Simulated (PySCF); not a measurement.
Ionisation energy of Ta⁺ by level of theory

Ta⁺ [Xe] 4f14 5d3 6s1 (5F) → Ta²⁺ [Xe] 4f14 5d3 (4F), as a difference of total energies. Calculation: PySCF 2.14, in aug-cc-pVDZ-PP with ECP60MDF (5s5p4d2f, 54 functions); scalar relativity through the core potential. Correlated levels: valence: 5s2 5p6 frozen. The calculations carry no spin-orbit coupling.

```json
{"method": "UHF", "ionisation energy (eV)": "14.176"}
{"method": "PBE", "ionisation energy (eV)": "15.426"}
{"method": "PBE0", "ionisation energy (eV)": "15.191"}
{"method": "r2SCANh", "ionisation energy (eV)": "15.361"}
{"method": "wB97X", "ionisation energy (eV)": "14.515"}
{"method": "PBEsol", "ionisation energy (eV)": "15.463"}
{"method": "BLYP", "ionisation energy (eV)": "15.257"}
{"method": "MP2 (valence)", "ionisation energy (eV)": "14.490"}
{"method": "SCS-MP2 (valence)", "ionisation energy (eV)": "14.281"}
```

Question: Estimate what r2SCAN gives.

Answer: 15.434 eV, closest to PBE among the rows shown.

Question: Estimate what LDA gives.

Answer: 15.707 eV, closest to PBEsol among the rows shown.

The reference lies between the lowest fine-structure levels, while these numbers refer to the centres of the terms.

Errors of the correlated levels include the incompleteness of this basis and the frozen core.

For comparison: 16.2 ± 0.5 eV (semi-empirical (NIST evaluation); NIST Atomic Spectra Database, ionization energies).
